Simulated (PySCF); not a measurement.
Some computed properties have been withheld. Give your best values.

Species: C6H9FO.
SMILES: `FC[C@@H]1CCC=CO1`

```csv
property,level,value
point group of the GFN2-xTB geometry,GFN2-xTB,C1
"rotational constants A, B, C of the GFN2-xTB geometry",GFN2-xTB,"3.468, 1.668, 1.389 GHz"
dipole moment,PBE0/def2-SVPD,1.15 D
HOMO energy,PBE0/def2-SVPD,-6.60 eV
LUMO energy,PBE0/def2-SVPD,0.61 eV
lowest singlet excitation,TDDFT PBE0/def2-SVPD,?
strongest line among the 8 lowest singlet transitions,TDDFT PBE0/def2-SVPD,"S4 at 6.99 eV (177 nm, f = 0.111)"
lowest triplet excitation (Tamm–Dancoff),TDA PBE0/def2-SVPD,?
static isotropic polarisability,PBE0/def2-SVPD,?
electronic spatial extent ⟨r²⟩ about the centre of nuclear charge,PBE0/def2-SVPD,915 bohr²
```

Electronic properties: PySCF, gas phase, density fitting.

Q: The lowest triplet excitation (Tamm–Dancoff)?

A: 4.35 eV.

Q: What is the static isotropic polarisability?

A: 71.8 au.

Q: Give the lowest singlet excitation.

A: 6.07 eV (204 nm, f = 0.005).

The rotational constants make it an asymmetric top with κ = (2B − A − C)/(A − C) = -0.73, nearer the prolate limit (−1). No computed singlet falls in the visible range (750 to 380 nm, 1.65 to 3.26 eV); S1 lies 2.81 eV above its blue end. The principal polarisabilities are 61.8, 74.8 and 78.9 au; their mean is the isotropic value. The vertical singlet–triplet gap S1 − T1 is 1.72 eV (TDDFT singlet less Tamm–Dancoff triplet; S1: HOMO→LUMO, weight 0.84; T1: HOMO→LUMO+1, weight 0.75).

One conformer stands for the species.
